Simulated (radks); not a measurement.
Task: The table gives one normalised radial function P(r) = r R(r) of Lu2+ in [Xe] 4f14 6s1 (r in bohr). All-electron calculation, scalar-relativistic Kohn-Sham, LDA (Slater exchange, Perdew-Wang correlation), spin-polarised, spherical densities, finite nucleus; open shells are filled with parallel spins first (spin-orbit coupling, left out, can overturn this in heavy ions); Fermi nuclear charge, rms radius 5.37 fm; hard spherical wall at 10 bohr. Program: a radial shooting solver on a logarithmic mesh with Libxc functionals.

r         P
0.001507   0.0280
0.001741   0.0310
0.002027   0.0345
0.002359   0.0382
0.002747   0.0422
0.003197   0.0462
0.003722   0.0503
0.004333   0.0542
0.005045   0.0579
0.005873   0.0611
0.006837   0.0634
0.007896   0.0645
0.009192   0.0641
0.0107     0.0616
0.01246    0.0565
0.0145     0.0482
0.01688    0.0364
0.01966    0.0208
0.02288    0.0016
0.02664   -0.0206
0.03101   -0.0445
0.0361    -0.0677
0.04169   -0.0864
0.04854   -0.0991
0.05651   -0.1004
0.06578   -0.0868
0.07658   -0.0566
0.08915   -0.0112
0.1038     0.0437
0.1208     0.0974
0.1407     0.1358
0.1638     0.1446
0.1891     0.1165
0.2202     0.0484
0.2563    -0.0459
0.2984    -0.1402
0.3474    -0.2019
0.4044    -0.2034
0.4708    -0.1342
0.548     -0.0076
0.638      0.1426
0.7427     0.2722
0.8647     0.3402
0.9986     0.3243
1.163      0.2185
1.353      0.0385
1.576     -0.1810
1.834     -0.3963
2.135     -0.5654
2.486     -0.6584
2.894     -0.6643
3.369     -0.5926
3.922     -0.4688
4.529     -0.3338
5.273     -0.2036
6.139     -0.1061
7.146     -0.0461
8.319     -0.0158
9.685     -0.0021

Which n and l does it have? It may be an empty orbital.

Result: n = 6, l = 0: the number of nodes gives n - l - 1 = 5, the rise at small r (about r^(l+1), flatter next to the nucleus through relativity) gives l, and the extent must fit the shell. The curve is that of 6s down; the table hardly tells the two spins apart. 6s down (empty): eigenvalue -17.321 eV, 5 radial nodes at r = 0.0231, 0.0921, 0.239, 0.552, 1.39 bohr, <r> = 3.03 bohr, 90 % of the charge inside 4.37 bohr.
